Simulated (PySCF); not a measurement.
**Au⁺: excitation energy**

Au⁺ [Xe] 4f14 5d10 (1S) → Au⁺ [Xe] 4f14 5d9 6s1 (3D), as a difference of total energies. Computed with PySCF 2.14 in aug-cc-pVTZ-PP with one added diffuse shell each of s, p, d, f, g type with ECP60MDF (7s7p6d4f3g, 113 functions), with scalar relativity through the core potential. Correlated levels: valence: 5s2 5p6 frozen. The calculations carry no spin-orbit coupling.

| method | excitation energy (cm⁻¹) |
| --- | --- |
| UHF | 16711 |
| LDA | 17706 |
| PBE | 17448 |
| PBE0 | 18296 |
| r2SCAN | 16181 |
| r2SCANh | 16549 |
| wB97X-V | 20463 |
| r2SCAN0 | 17090 |
| MP2 (valence) | 21231 |
| SCS-MP2 (valence) | 21878 |
